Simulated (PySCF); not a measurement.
`C#C/C=C(/C#C)C(=C)C#C`. Computed geometry: GFN2-xTB, gas phase.

```
atom  x, y, z in Å
C1     1.9389    2.0474    1.5909
C2     1.5931    0.9850    1.1434
C3     1.3497   -0.3196    0.6982
C4     0.2871   -0.7620   -0.0143
C5     0.2532   -2.1381   -0.3549
C6     0.2349   -3.3049   -0.6391
C7    -0.8434    0.0501   -0.4724
C8    -1.8548   -0.4790   -1.1767
C9    -0.8692    1.4349   -0.1633
C10   -0.9957    2.6111    0.0393
H11    2.1774    3.0027    1.9518
H12    2.1171   -1.0368    0.9710
H13    0.2159   -4.3236   -0.8891
H14   -2.6798    0.1281   -1.5073
H15   -1.8753   -1.5242   -1.4336
H16   -1.0567    3.6378    0.2447
```

Question: What is the repulsion energy of the bare nuclei, Σ ZA·ZB/RAB?

Answer: 402.03 Eh over 120 pairs, with full nuclear charges and distances in bohr; the largest single term is 15.87 Eh (C9 with C10, or a pair equal to it).

Question: What is the longest distance between nuclei?

Answer: H13···H16, 8.14 Å; the next longest distance is 8.10 Å.

Question: How far are the heavy atoms from their best plane (unweighted least squares)?

Answer: 0.000 Å rms; none is more than 0.001 Å off.

Question: Work out the bond lengths C1≡C2, C2–C3, C3=C4, C6–H13, C7=C8, C8–H14 in pm.

Answer: For C1≡C2 the difference vector is (-0.3458, -1.0624, -0.4475) Å, of length 1.2035 Å. C1≡C2 120.4; C2–C3 140.0; C3=C4 135.4; C6–H13 104.9; C7=C8 134.1; C8–H14 107.6 pm.

Question: How far apart are these pairs, which share no bond: C1···H13, C2···H13, C2···H15, C3···C10, C9···H12, H11···H14?

Answer: C1···H13 7.050 Å (6 bonds apart); C2···H13 5.849 Å (5 bonds apart); C2···H15 4.997 Å (5 bonds apart); C3···C10 3.811 Å (4 bonds apart); C9···H12 4.039 Å (4 bonds apart); H11···H14 6.620 Å (7 bonds apart).

Question: What are the angles C2–C1–H11, C1–C2–C3, C4–C3–H12, C2–C3–H12, C2–C3–C4, C8–C7–C9, H14–C8–H15, C7–C9–C10?

Answer: From the scalar product of the two bond vectors; for C2–C1–H11 it is -1.2589 Å² over 1.2035 × 1.0487 Å², cos θ = -0.997425. C2–C1–H11 175.9°; C1–C2–C3 172.3°; C4–C3–H12 118.1°; C2–C3–H12 114.4°; C2–C3–C4 127.5°; C8–C7–C9 119.1°; H14–C8–H15 117.4°; C7–C9–C10 174.3°.

Question: Where is the centre of mass (commonest isotopes), and what is the radius of gyration?

Answer: Mass 126.047 u; centre at (0.095, 0.011, 0.057) Å; Rg = √(Σ m r²/M) = 2.337 Å. As Ia + Ib + Ic = 2 Σ m r², the three principal moments sum to 1376.7 u·Å².

Question: Give the dihedral angles C9–C7–C8–H15, C2–C3–C4–C7, C2–C3–C4–C5, C3–C4–C7–C9.

Answer: C9–C7–C8–H15 180° (antiperiplanar); C2–C3–C4–C7 0° (synperiplanar); C2–C3–C4–C5 180° (antiperiplanar); C3–C4–C7–C9 0° (synperiplanar). Dihedral signs follow IUPAC: positive where, seen along the central bond, the front bond turns clockwise onto the rear one.

Question: Write the matrix of distances between heavy atoms (Å, lower triangle).

Answer: 
```
C1    0.000
C2    1.204  0.000
C3    2.597  1.400  0.000
C4    3.633  2.469  1.354  0.000
C5    4.914  3.714  2.370  1.418  0.000
C6    6.043  4.840  3.456  2.619  1.201  0.000
C7    3.998  3.069  2.513  1.465  2.450  3.528  0.000
C8    5.332  4.406  3.716  2.453  2.806  3.555  1.341  0.000
C9    3.367  2.824  2.957  2.487  3.750  4.890  1.419  2.379  0.000
C10   3.367  3.250  3.811  3.609  4.926  6.081  2.616  3.430  1.200  0.000
```

Not checked by GFN2-xTB frequencies. One conformer, not necessarily the lowest.
